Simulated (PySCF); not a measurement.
Al(H)(OMe)2 (C2H7AlO2), SMILES C[O][AlH][O]C.

Geometry optimised at B3LYP-D3(BJ)/def2-SVP. The structure was generated by enumeration; whether it is a known compound was not checked. The values are those of a single conformer.

All values below come from PBE/def2-TZVP in PySCF.

Symmetry labels are those of the subgroup C2v that the program uses (full group C2v).

Computed valence orbital energies around the gap with their symmetry:
```csv
orbital,symmetry,energy (eV)
HOMO−7,B2,-10.70
HOMO−6,A2,-10.62
HOMO−5,B1,-10.46
HOMO−4,A1,-8.02
HOMO−3,A1,-7.08
HOMO−2,B2,-6.85
HOMO−1,A2,-6.42
HOMO,B1,-6.35
LUMO,B2,-0.86
LUMO+1,A1,-0.69
LUMO+2,A1,0.60
LUMO+3,B1,0.78
```
